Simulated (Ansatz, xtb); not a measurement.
# C5H5BFP: which of two isomers lies lower

We compare I, `BC1=PC=C(F)C=C1`, a singlet, with II, `BC1=PC=CC=C1F`, a singlet. Both are isolated molecules in the gas phase, relaxed with PBE-D3(BJ)/def2-SVP; the shapes shown needn't be the lowest conformers.

I (Å):

```xyz
13

C     1.2512   -1.0865   -2.0904
C     1.0429    0.2955   -2.3360
C     0.5158    1.1976   -1.4102
C     0.1382    0.7884   -0.1174
C     0.2404   -0.5147    0.3757
B     1.8403   -2.0073   -3.1780
F    -0.3582    1.7381    0.6953
P     0.8629   -1.8616   -0.5499
H     2.1339   -1.5468   -4.2683
H     2.0154   -3.1917   -2.9581
H     1.3180    0.6842   -3.3320
H     0.3810    2.2583   -1.6683
H    -0.0965   -0.6835    1.4122
```

II (Å):

```xyz
13

C     0.9215   -1.2888   -1.8233
C    -0.2694    1.1220   -2.3175
C     0.4457    1.5751   -1.1982
C     1.3046    0.7643   -0.4403
C     1.5158   -0.5859   -0.7520
B     1.2010   -2.7816   -2.1069
F     2.3642   -1.2441    0.0584
P    -0.2069   -0.5088   -2.9426
H     0.6457   -3.3093   -3.0525
H     1.9552   -3.4333   -1.4131
H    -0.9188    1.8412   -2.8447
H     0.3341    2.6278   -0.8866
H     1.8384    1.1779    0.4278
```

Energies in hartree; the thermal terms are from GFN2-xTB frequencies at re-optimised GFN2-xTB minima (ideal gas, soft modes damped towards free rotors, one conformer each, 298.15 K, 1 atm) and include the zero-point energy:

|  | I | II |
| --- | --- | --- |
| E, CCSD(T)/def2-SVP | −657.844613 | −657.844462 |
| E, MP2/def2-SVP | −657.751142 | −657.750983 |
| E, MP2/def2-TZVPP | −658.479355 | −658.478220 |
| zero-point energy | 0.084034 | 0.083985 |
| H(298 K) − E | 0.092717 | 0.092740 |
| G(298 K) − E | 0.051868 | 0.051607 |

Question: Correct the CCSD(T) difference for the basis set by the MP2 change, then work out ΔE, ΔE₀, ΔH and ΔG for I → II in kJ/mol (1 Eh = 2625.50 kJ/mol) and the equilibrium ratio [II]/[I].

Answer: 1. Differences II − I: CCSD(T) +0.000151, MP2 in the small set +0.000159, MP2 in the large set +0.001135 Eh.
2. ΔE = +0.000151 + (+0.001135 − (+0.000159)) = +0.001127 Eh = +2.96 kJ/mol.
3. ΔE₀ = ΔE + ΔZPE = +0.001127 + (−0.000049) Eh = +2.83 kJ/mol.
4. ΔH = ΔE + (+0.000023) Eh = +3.02 kJ/mol.
5. ΔG = ΔE + (−0.000261) Eh = +2.27 kJ/mol, so ΔS = (ΔH − ΔG)/T = +2.5 J/(mol K).
6. kT = 0.9442 mEh, so K = [II]/[I] = exp(−ΔG/kT) = exp(−0.92) ≈ 0.4.

The two are too close for this level to say which is favoured. An error of 4 kJ/mol in ΔG would change K by a factor of 5. Mirror images and further conformers aren't counted.

As drawn, both hold the same kinds of bond in the same numbers.

Other levels gave ΔE = +0.8 (GFN2-xTB); +0.1 (HF/STO-3G, GFN2-xTB geometries); −0.2 (r2SCAN-D4/def2-SVP, GFN2-xTB geometries); +0.5 (PBE-D3(BJ)/def2-SVP); +1.9 (HF/def2-SVP); +0.4 (MP2/def2-SVP); +0.4 (CCSD(T)/def2-SVP) kJ/mol. The correlated steps freeze 12 core orbitals. Programs: Ansatz 0.2.0, xtb 6.7.1.
